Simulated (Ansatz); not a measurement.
VCl₃. Total charge 0; triplet. Geometry r2SCAN-D4/def2-SVP; atoms count from 1.

| atom | x (Å) | y (Å) | z (Å) |
| --- | --- | --- | --- |
| V1 | -0.029 | -0.003 | 0.047 |
| Cl2 | -1.147 | -0.125 | 1.882 |
| Cl3 | -0.041 | -1.556 | -1.456 |
| Cl4 | 1.217 | 1.685 | -0.473 |

(1) Estimate the Mulliken populations from the PBE0/def2-TZVP orbitals of Ansatz.

(2) Where does the spin sit?

(3) And the Mayer bond orders between heavy atoms (over 0.3)?

## Answers

(1) 
| atom | charge (e) | spin (α − β) | d electrons |
| --- | --- | --- | --- |
| V1 | 1.05 | 2.16 | 3.33 |
| Cl2 | -0.35 | -0.08 | – |
| Cl3 | -0.35 | -0.04 | – |
| Cl4 | -0.35 | -0.04 | – |
Mulliken values depend strongly on the basis.

(2) Summed by element: V 2.16, Cl -0.16, of 2 unpaired in all. Largest on single atoms: V1 2.16, Cl2 -0.08, Cl3 -0.04.

(3) V1–Cl2 1.12 (2.15 Å); V1–Cl3 1.09 (2.16 Å); V1–Cl4 1.09 (2.16 Å).
